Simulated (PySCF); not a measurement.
## Ti²⁺: excitation energy

Ti²⁺ [Ar] 3d2 (3F) → Ti²⁺ [Ar] 3d1 4s1 (3D), as a difference of total energies. All numbers are calculated (PySCF 2.14, the spin-free X2C one-electron Hamiltonian (Gaussian nucleus), in aug-cc-pVTZ-DK (8s7p5d3f2g, 93 functions)). Correlated levels: valence: [Ar] frozen. The calculations carry no spin-orbit coupling.

| method | excitation energy (eV) |
| --- | --- |
| UHF | 4.546 |
| MP2 (valence) | 4.579 |
| SCS-MP2 (valence) | 4.557 |
| CCSD (valence) | 4.586 |

Problem. How much does correlation contribute at MP2 (valence)?

Solution. 4.579 − (4.546) = 0.033 eV, measured against UHF.

With two correlated electrons CCSD is exact in that space.
